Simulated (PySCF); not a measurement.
C4H5NO2S.
Cartesian coordinates in Å at the GFN2-xTB level; atoms count from 1:
```
atom  x, y, z in Å
C1     1.9562    0.4594    0.0731
S2     1.0636   -1.1628    0.1547
O3     1.2161   -1.7787   -1.1592
C4    -0.5681   -0.3868    0.1214
C5    -1.2616    0.3165    1.1380
N6    -2.4356    0.6888    0.7171
O7    -2.5674    0.2521   -0.5540
C8    -1.4605   -0.3931   -0.9142
H9     1.6643    0.9834   -0.8300
H10    3.0193    0.2440    0.0471
H11    1.7108    1.0356    0.9573
H12   -0.9371    0.5515    2.1307
H13   -1.4043   -0.8095   -1.8997
```

The closed-shell SCF was solved with PySCF and density fitting under several settings on one GFN2-xTB geometry (grid level 2 and gas phase unless stated).

```csv
settings,basis functions,SCF cycles,E (Eh),HOMO (eV),LUMO (eV),dipole (D)
"mPW1PW91/3-21G, grid level 4",86,15,-754.5721,-6.58,-0.60,2.88
"WP04/IGLO-II, grid level 4",219,17,-770.4441,-8.34,-3.13,3.00
"B97-D/MINI, grid level 3",49,16,-753.5930,-6.12,-3.43,2.34
```

Task: Estimate the rows for these settings: (1) wB97X/6-31G*; (2) PBE0/pcseg-1.

Result: 
| settings | basis functions | SCF cycles | E (Eh) | HOMO (eV) | LUMO (eV) | dipole (D) |
| --- | --- | --- | --- | --- | --- | --- |
| wB97X/6-31G* | 126 | 14 | -758.5818 | -9.22 | 1.72 | 2.73 |
| PBE0/pcseg-1 | 141 | 15 | -758.0702 | -7.20 | -0.95 | 2.92 |

Task: Over all rows, what range does the HOMO–LUMO gap span?

Result: From 2.69 eV (B97-D/MINI, grid level 3) to 10.94 eV (wB97X/6-31G*). The functional of the narrowest has no exact exchange, that of the widest range-separated exact exchange.

Task: And the dipole moment?

Result: From 2.34 D (B97-D/MINI, grid level 3) to 3.00 D (WP04/IGLO-II, grid level 4); the largest is 1.28 times the smallest, and the median is 2.88 D.

Whole jobs, the steps after the SCF included, on Arm Neoverse V2, one thread, no GPU, shared host:

```
                    settings                                                            work after the SCF  wall time  peak memory
mPW1PW91/3-21G, grid level 4                   12 singlets by TDA, 5 Tamm–Dancoff triplets, polarisability       11 s     0.55 GiB
  WP04/IGLO-II, grid level 4  spin–spin couplings from 10 perturbed nuclei, spin–dipole term for 1 of them       41 s     0.90 GiB
    B97-D/MINI, grid level 3                                       1 singlet by full TDDFT, polarisability      6.0 s     0.42 GiB
                wB97X/6-31G*               shieldings, ring-centre shieldings, charges and field gradients       15 s     0.66 GiB
                PBE0/pcseg-1  spin–spin couplings from 10 perturbed nuclei, spin–dipole term for 1 of them       17 s     0.81 GiB
```

B97-D ran without the empirical dispersion term, which would shift the total energy alone. Cycle counts include a coarse-grid stage where the run had one. All basis functions are spherical, in the Pople sets too. WP04 was designed for NMR shieldings or shifts; total energies of different functionals aren't comparable.

One conformer stands for the species.
